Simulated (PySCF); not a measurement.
## Spin states of CsS⁺

Unrestricted PBE0; PySCF, scalar-relativistic core potentials, basis sets Cs def2-SVPD with ECP46, S def2-SVPD. Outer shells of the fragments: Cs+ closed shells only; S 3s2 3p4.

Followed along the bond (rough minima from three points):

```tsv
2Ms+1	unpaired	⟨S²⟩ at the start	R at minimum (Å)	Te (eV)
3	π ↑↑	2.00	3.80	0.00
3	σ ↑, π ↑	2.00	4.11	0.23
1	π ↑↓	1.01	3.80	0.43
1	σ ↑, π ↓	1.01	4.09	0.64
```

Solutions found at the starting distance of 3.290 Å, counted from the lowest of them; the search is not exhaustive and high or unbound solutions are not listed, so other states can lie among these:

```
2Ms+1        unpaired   term  E (eV)  ⟨S²⟩  ⟨Lz²⟩  μ (D)
    3            π ↑↑    ³Σ⁻    0.00  2.00   0.00  -1.61
    3        σ ↑, π ↑     ³Π    0.20  2.00   1.01  -1.99
    1            π ↑↓  mixed    0.43  1.01   2.02  -1.61
    1        σ ↑, π ↓  mixed    0.62  1.01   1.01  -1.99
    1            none  mixed    1.86  0.00   2.00  -1.59
    1            none    ¹Σ⁺    2.21  0.00   0.00  -2.36
    3      σ ↑↑, π ↑↓  mixed    7.92  3.01   2.02   5.34
    3      σ ↑, π ↑↑↓  mixed    8.89  3.01   3.02   4.12
    3        σ ↑, π ↑     ³Π    9.36  2.00   1.01   4.58
    1  σ ↑, π ↑↓, δ ↓  mixed    9.87  2.01   6.02   8.00
```

A term symbol is given only where ⟨S²⟩ and ⟨Lz²⟩ are close to those of a pure state; real π, δ and φ orbitals otherwise mix terms. A positive dipole points towards S; it is taken about the centre of mass and depends on that origin.

Spin–orbit coupling is left out.
